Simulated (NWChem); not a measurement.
Everything below was run with NWChem. System: AlO, charge 0, spin multiplicity 2, at a geometry optimised with UB3LYP/def2-SVP. The structure started from a generated list of species. Its SCF solution wasn't tested for a lower state. Level: G0W0@UPBE0/def2-TZVP, RI basis def2-tzvp-rifit.

Input file:

```
start mol
memory heap 200 mb stack 700 mb global 1700 mb
geometry units angstroms nocenter noautoz
  Al     0.000000     0.000000     0.624139
  O      0.000000     0.000000    -1.014226
  symmetry group C2v
end
basis spherical
  * library def2-tzvp
end
basis "ri basis" bse spherical
  * library def2-tzvp-rifit
end
dft
  xc pbe0
  odft
  mult 2
  iterations 100
  direct
  tolerances tight
end
task dft energy
gw
  states alpha occ 4 vir 2
  states beta occ 4 vir 2
end
task dft gw
```

Part of the output:

```
             Northwest Computational Chemistry Package (NWChem) 7.3.0
             --------------------------------------------------------

                                NWChem Input Module
                                -------------------

 Scaling coordinates for geometry "geometry" by  1.889725989
 (inverse scale =  0.529177249)

 Turning off AUTOSYM since
 SYMMETRY directive was detected!

                             Geometry "geometry" -> ""
                             -------------------------

 Output coordinates in angstroms (scale by  1.889725989 to convert to a.u.)

  No.       Tag          Charge          X              Y              Z
 ---- ---------------- ---------- -------------- -------------- --------------
    1 Al                  13.0000     0.00000000     0.00000000     0.62413900
    2 O                    8.0000     0.00000000     0.00000000    -1.01422600

 Effective nuclear repulsion energy (a.u.)      33.5910703024

            Nuclear Dipole moment (a.u.)
            ----------------------------
        X                 Y               Z
 ---------------- ---------------- ----------------
     0.0000000000     0.0000000000    -0.0000018897

      Symmetry information
      --------------------

 Group name             C2v
 Group number             16
 Group order               4
 No. of unique centers     2

      Symmetry unique atoms

     1    2


 Summary of "ao basis" -> "" (spherical)
 ------------------------------------------------------------------------------
       Tag                 Description            Shells   Functions and Types
 ---------------- ------------------------------  ------  ---------------------
 *                         def2-tzvp                  on all atoms

 new library libraries.bse/

 Summary of "ri basis" -> "" (spherical)
 ------------------------------------------------------------------------------
       Tag                 Description            Shells   Functions and Types
 ---------------- ------------------------------  ------  ---------------------
 *                      def2-tzvp-rifit               on all atoms
[...]
     1   0 0 1      1.654372      0.397899      1.256475     -0.000002

     2   2 0 0    -11.845730     -6.634027     -5.211702      0.000000
     2   1 1 0     -0.000000     -0.000000     -0.000000      0.000000
     2   1 0 1     -0.000000     -0.000000      0.000000      0.000000
     2   0 2 0    -11.845730     -6.634027     -5.211702      0.000000
     2   0 1 1      0.000000     -0.000000      0.000000      0.000000
     2   0 0 2    -13.949942    -34.805247    -26.616204     47.471509

 Task  times  cpu:        5.9s     wall:        5.9s

                                NWChem Input Module
                                -------------------

                                 NWChem GW Module
                                 ----------------

                             ***********************
                             ***        GW       ***
                             ***********************

 Summary of "ri basis" -> "ri basis" (spherical)
 ------------------------------------------------------------------------------
       Tag                 Description            Shells   Functions and Types
 ---------------- ------------------------------  ------  ---------------------
 Al                     def2-tzvp-rifit             29      113   9s7p6d5f2g
 O                      def2-tzvp-rifit             22       76   8s6p4d3f1g

                 Memory Information
                 ------------------
          Available GA per process is          1699.9 MBs
          Available stack per process is        700.0 MBs
          Available heap per process is           0.0 MBs

          Peak memory in Initialization
              Peak GA per process is                  2.8 MBs
              Peak stack per process is               0.1 MBs
              Peak heap per process is                2.9 MBs
              Memory not in MA per process            0.0 MBs

          Peak memory in AFF Calculation
              Peak GA per process is                 15.2 MBs
              Peak stack per process is              11.1 MBs
              Peak heap per process is                0.0 MBs
              Memory not in MA per process           11.1 MBs

          Computing 2-center integrals
          Computing Inverse Cholesky factor
          Computing 3-center integrals
          Computing V_xc ...

          Computing Sigma_x
          Computing RPA polarizability
          Solving quasiparticle equations

                  Alpha Orbitals
          State     Energy (eV)     Error (eV)
          -----------------------------------
@GW         8        -11.533           0.004
@GW         9         -9.810           0.004
@GW        10         -9.810           0.004
@GW        11         -9.847           0.004
@GW        12          0.415           0.004
@GW        13          0.415           0.004

                   Beta Orbitals
          State     Energy (eV)     Error (eV)
          -----------------------------------
@GW         7        -24.519           0.004
@GW         8        -10.799           0.004
@GW         9         -9.520           0.004
@GW        10         -9.520           0.004
@GW        11         -2.254           0.005
@GW        12          0.781           0.003

   Applying  -2.0322 eV scissor-shift to rest of particle states

   Applying   1.9479 eV scissor-shift to rest of hole states

   Applying  -1.6682 eV scissor-shift to rest of particle states

   Applying   2.0656 eV scissor-shift to rest of hole states

     GW Timing Statistics
   ------------------------
   Init.   :          0.1s
     ERIs  :          0.3s
     Distr.:          0.0s
     Vxc   :          0.6s
   Sigma_x :          0.0s
   RPA     :          0.4s
   Wmn     :          0.0s
   Sigma_c :          0.0s
   GW total:          1.4s

 Task  times  cpu:        1.4s     wall:        1.4s

 Total times  cpu:        7.3s     wall:        7.3s
```
